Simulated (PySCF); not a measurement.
C2H10Si2, CH7NSi2, CH5OSi2 (calculated)

Calculation on a computer-drawn molecule: the log of a Hartree-Fock and frozen-core CCSD(T) single point meant for a local Hartree-Fock minimum, with one planted fault or none, to be diagnosed. Offsets are logged minus clean, where the clean run is the same molecule without the fault. The reference is restricted for singlets and unrestricted otherwise, and also for a bond in bohr or an excited solution. Adding or removing an electron swaps singlet and doublet. The excited solution moves the top pair (singlet) or top alpha electron (doublet) to the lowest empty orbital. Highest occupied and lowest empty are orbital energies over both spins, largest force is the largest gradient component, triples share is (T) over the correlation energy, the T1 limit is 0.02 restricted and 0.045 unrestricted, electrons count all cores, a negative frequency is imaginary (commonest isotopes), and the dipole is about the centre of nuclear charge. Program: PySCF 2.14.0.

Common to all runs: meant charge 0; meant basis cc-pV(D+d)Z; logged SCF converged yes; logged CC converged yes; logged SCF stable within its kind yes; possible faults no fault, one electron removed, one electron added, multiplicity raised by two, geometry at a saddle point, SCF held on an excited solution, minimal basis STO-3G, one bond length entered in bohr, all coordinates scaled.

(1) C2H10Si2

Logged structure:
```xyz
14
C2H10Si2
C      1.8463    -0.3022    -1.4187
Si     0.1487     0.0739    -0.4578
C     -1.3609    -0.9138    -1.2899
Si    -0.3179     2.5239    -0.4341
H      2.7327     0.2397    -0.9252
H      1.7870     0.0411    -2.5155
H      2.0748    -1.4303    -1.4130
H      0.2979    -0.3950     1.0292
H     -2.3437    -0.7270    -0.7222
H     -1.5160    -0.5899    -2.3831
H     -1.1586    -2.0469    -1.2819
H     -1.6329     2.8354     0.3509
H      0.8514     3.3096     0.2426
H     -0.4857     3.0704    -1.8899
```

- meant multiplicity: 1
- logged electrons: 50
- logged basis functions: 124
- logged spin squared: 0
- logged highest occupied: -10.198 eV
- logged lowest empty: 3.5972 eV
- logged largest force: 0.034152 hartree/bohr
- logged T1 diagnostic: 0.010519
- logged D1 diagnostic: 0.024297
- logged triples share: 0.028336
- logged dipole magnitude: 0.9993 debye
- logged energy HF: -659.41846 hartree
- logged energy CCSD(T): -660.01997 hartree
- planted fault: all coordinates scaled, by +5.2 %
- HF energy offset from clean run: 18.02 kcal/mol
- CCSD(T) energy offset from clean run: 12.64 kcal/mol

Drawn bonds:
| atom | other atom | order |
| --- | --- | --- |
| 1 | 2 | 1 |
| 2 | 3 | 1 |
| 2 | 4 | 1 |
| 1 | 5 | 1 |
| 1 | 6 | 1 |
| 1 | 7 | 1 |
| 2 | 8 | 1 |
| 3 | 9 | 1 |
| 3 | 10 | 1 |
| 3 | 11 | 1 |
| 4 | 12 | 1 |
| 4 | 13 | 1 |
| 4 | 14 | 1 |

(2) C2H10Si2

Logged structure:
```xyz
14
C2H10Si2
C      1.7550    -0.2873    -1.3486
Si     0.1413     0.0702    -0.4352
C     -1.2936    -0.8687    -1.2261
Si    -0.3022     2.3991    -0.4127
H      2.5976     0.2279    -0.8795
H      1.6986     0.0391    -2.3911
H      1.9722    -1.3596    -1.3432
H      0.2831    -0.3755     0.9784
H     -2.2278    -0.6911    -0.6865
H     -1.4411    -0.5607    -2.2653
H     -1.1014    -1.9457    -1.2185
H     -2.6643     2.9586     0.9976
H      0.8093     3.1460     0.2306
H     -0.4617     2.9187    -1.7965
```

* meant multiplicity: 1
* logged electrons: 50
* logged basis functions: 124
* logged spin squared: 0.8216
* logged highest occupied: -8.7786 eV
* logged lowest empty: 1.4365 eV
* logged largest force: 0.0092822 hartree/bohr
* logged T1 diagnostic: 0.040212
* logged D1 diagnostic: 0.2071
* logged triples share: 0.031678
* logged dipole magnitude: 1.3485 debye
* logged energy HF: -659.33844 hartree
* logged energy CCSD(T): -659.92101 hartree
* planted fault: one bond length entered in bohr, row 11 of the drawn bonds
* HF energy offset from clean run: 68.24 kcal/mol
* CCSD(T) energy offset from clean run: 74.74 kcal/mol

Drawn bonds:
| atom | other atom | order |
| --- | --- | --- |
| 1 | 2 | 1 |
| 2 | 3 | 1 |
| 2 | 4 | 1 |
| 1 | 5 | 1 |
| 1 | 6 | 1 |
| 1 | 7 | 1 |
| 2 | 8 | 1 |
| 3 | 9 | 1 |
| 3 | 10 | 1 |
| 3 | 11 | 1 |
| 4 | 12 | 1 |
| 4 | 13 | 1 |
| 4 | 14 | 1 |

(3) CH7NSi2

Logged structure:
```xyz
11
CH7NSi2
C     -0.9075    -0.4729    -1.9734
Si     0.1695    -0.5686    -0.4608
N      1.3905     0.3202    -0.0938
Si     2.6311     1.4653    -0.0538
H     -1.9482    -0.3054    -1.6779
H     -0.5910     0.3276    -2.6424
H     -0.8762    -1.4256    -2.5117
H     -0.2888    -1.6582     0.4232
H      2.5036     2.3463     1.1350
H      3.9609     0.8073     0.0124
H      2.6516     2.3553    -1.2477
```

- meant multiplicity: 1
- logged electrons: 49
- logged basis functions: 109
- logged spin squared: 0.7667
- logged highest occupied: 0.46338 eV
- logged lowest empty: 8.5011 eV
- logged largest force: 0.084488 hartree/bohr
- logged T1 diagnostic: 0.014954
- logged D1 diagnostic: 0.055032
- logged triples share: 0.029354
- logged dipole magnitude: 2.1001 debye
- logged energy HF: -674.22734 hartree
- logged energy CCSD(T): -674.81681 hartree
- planted fault: withheld

Drawn bonds:
| atom | other atom | order |
| --- | --- | --- |
| 1 | 2 | 1 |
| 2 | 3 | 2 |
| 3 | 4 | 1 |
| 1 | 5 | 1 |
| 1 | 6 | 1 |
| 1 | 7 | 1 |
| 2 | 8 | 1 |
| 4 | 9 | 1 |
| 4 | 10 | 1 |
| 4 | 11 | 1 |

Notes: highest electron not bound in this basis.

(4) CH5OSi2

Logged structure:
```xyz
9
CH5OSi2
C      0.9727    -0.9241     2.2977
Si     0.0357    -0.2616     0.7999
Si     1.0841    -0.4309    -1.2596
O      0.3801    -0.3904    -2.5873
H      0.8970    -2.0132     2.3586
H      2.9701    -0.4116     2.2098
H      0.5554    -0.5057     3.2167
H     -1.3921    -0.6412     0.7891
H      2.5614    -0.4643    -1.1332
```

- meant multiplicity: 2
- logged electrons: 47
- logged basis functions: 99
- logged spin squared: 1.4824
- logged highest occupied: -9.0325 eV
- logged lowest empty: 0.18156 eV
- logged largest force: 0.023526 hartree/bohr
- logged T1 diagnostic: 0.057667
- logged D1 diagnostic: 0.26698
- logged triples share: 0.038998
- logged dipole magnitude: 5.1025 debye
- logged energy HF: -693.35167 hartree
- logged energy CCSD(T): -693.91843 hartree
- planted fault: withheld

Drawn bonds:
| atom | other atom | order |
| --- | --- | --- |
| 1 | 2 | 1 |
| 2 | 3 | 1 |
| 3 | 4 | 2 |
| 1 | 5 | 1 |
| 1 | 6 | 1 |
| 1 | 7 | 1 |
| 2 | 8 | 1 |
| 3 | 9 | 1 |

Notes: T1 above single-reference limit.

Questions
1. CH7NSi2 (entry 3): planted fault?
2. Which fault was planted in the run of CH5OSi2 (entry 4)?

## Answers
1. one electron added
2. one bond length entered in bohr, row 5 of the drawn bonds

Further results for CH7NSi2 (entry 3):

* HF energy offset from clean run: 30.45 kcal/mol
* CCSD(T) energy offset from clean run: 22.14 kcal/mol

Further results for CH5OSi2 (entry 4):

- HF energy offset from clean run: 80.24 kcal/mol
- CCSD(T) energy offset from clean run: 82.2 kcal/mol
